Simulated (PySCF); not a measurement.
Isomers of C6H9FO2, from PBE0-D3(BJ)/def2-SVP geometry optimisation, gas phase in PySCF 2.14.0. One conformer each, no zero-point energy, no frequencies.

**Question.** Which isomer lies lowest at this level?
A. `[CH3:1][CH2:2][O:3][C:4]1=[C:5]([F:6])[CH2:7][O:8][CH2:9]1` with C1–C2–O3–C4 178°, C2–O3–C4–C5 0°: A = 3148, B = 1060, C = 809.6 MHz, dipole 1.84 D
B. `[CH3:1][O:2][C@H:3]1[CH2:4][C@H:5]([C:6](=[O:7])[F:8])[CH2:9]1` with C1–O2–C3–C4 -179°, C4–C5–C6–O7 -104°, O2–C3–C4–C5 139°, C3–C4–C5–C6 98°, C4–C5–C9–C3 17°, O2–C3–C9–C5 -135°: A = 4126, B = 856.1, C = 790.0 MHz, dipole 2.33 D
C. `[CH3:1][O:2][C@@:3]1([F:4])[CH:5]=[CH:6][O:7][CH2:8][CH2:9]1` with C1–O2–C3–F4 62°, O2–C3–C5–C6 141°, C5–C6–O7–C8 11°, C6–O7–C8–C9 -43°, O7–C8–C9–C3 60°: A = 3245, B = 1245, C = 1141 MHz, dipole 1.84 D

**Answer.** B. That is `CO[C@H]1C[C@H](C(=O)F)C1`, 4.2 kcal/mol below the next.

```json
{"SMILES": "CO[C@H]1C[C@H](C(=O)F)C1", "mapped SMILES": "[CH3:1][O:2][C@H:3]1[CH2:4][C@H:5]([C:6](=[O:7])[F:8])[CH2:9]1", "E (Eh)": "-483.44666", "relative (kcal/mol)": "0.0", "relative (kJ/mol)": "0.0", "dipole (D)": "2.33"}
{"SMILES": "CO[C@@]1(F)C=COCC1", "mapped SMILES": "[CH3:1][O:2][C@@:3]1([F:4])[CH:5]=[CH:6][O:7][CH2:8][CH2:9]1", "E (Eh)": "-483.43999", "relative (kcal/mol)": "4.2", "relative (kJ/mol)": "17.5", "dipole (D)": "1.84"}
{"SMILES": "CCOC1=C(F)COC1", "mapped SMILES": "[CH3:1][CH2:2][O:3][C:4]1=[C:5]([F:6])[CH2:7][O:8][CH2:9]1", "E (Eh)": "-483.41314", "relative (kcal/mol)": "21.0", "relative (kJ/mol)": "88.0", "dipole (D)": "1.84"}
```

As drawn, the lowest has a four-membered ring and a C=O bond, which the highest lacks; the highest has a C=C bond outside aromatic rings, which the lowest lacks.
